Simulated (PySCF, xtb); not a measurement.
GaCl2, SMILES [Cl][Ga][Cl], multiplicity 2.

Harmonic wavenumbers (cm⁻¹) from GFN2-xTB (xtb 6.7.1) at its own minimum, in rising order: 81, 291, 313.

Question: What does PBE0-D3(BJ)/def2-TZVP (PySCF) give at its own minimum? (The exact figures need the calculation; the answer reports its results.)

Answer: 115, 372, 420. Paired by order, the mean absolute difference is 75 cm⁻¹ and the zero-point energies are 1.0 and 1.3 kcal/mol.
